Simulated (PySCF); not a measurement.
Gas-phase reaction: SbF₃ + SbH₃ = 2 Sb + 3 HF

Computed with PySCF and rigid-rotor harmonic-oscillator thermochemistry at 1 bar. † marks an energy on the PBE0/def2-TZVP geometry and frequencies; other levels use their own. MP2 and CCSD(T) freeze the core. Open shells (unrestricted): Sb (multiplicity 4); the rest are closed-shell singlets. Sb: scalar-relativistic def2 core potential, no spin-orbit coupling. MP2 isn't extrapolated to the basis-set limit; its ΔH°(298 K) is 269.2 kJ in def2-SVP and 335.0 kJ in def2-TZVPP. CCSD(T) isn't extrapolated to the basis-set limit; its ΔH°(298 K) is 271.9 kJ in def2-SVP and 366.8 kJ in def2-TZVPP. The harmonic model lacks anharmonicity and excited electronic states, which grow with temperature; levels with a mode under 35 cm⁻¹ are left out.

```
level                ΔE electronic, kJ  ΔH°(298 K), kJ  ΔS°(298 K), J/K  ΔG°(1800 K), kJ
-------------------  -----------------  --------------  ---------------  ---------------
CCSD(T)/def2-TZVPP†                345             367              346             -251
HF/def2-TZVP†                      122             143              346             -475
MP2/def2-SVP†                      248             269              346             -349
MP2/def2-TZVPP†                    314             335              346             -283
PBE/def2-SVP                       461             481              342             -128
PBE/def2-TZVP†                     464             486              346             -132
PBE0/def2-QZVP†                    403             424              346             -194
PBE0/def2-TZVP                     406             428              346             -190
LDA/def2-TZVP†                     594             616              346               -2
ωB97M-V/def2-TZVP†                 429             450              346             -168
ωB97X-V/def2-TZVP†                 493             514              346             -104
```
ΔH° is lowest at HF/def2-TZVP† and highest at LDA/def2-TZVP†. No reference value is set beside these.
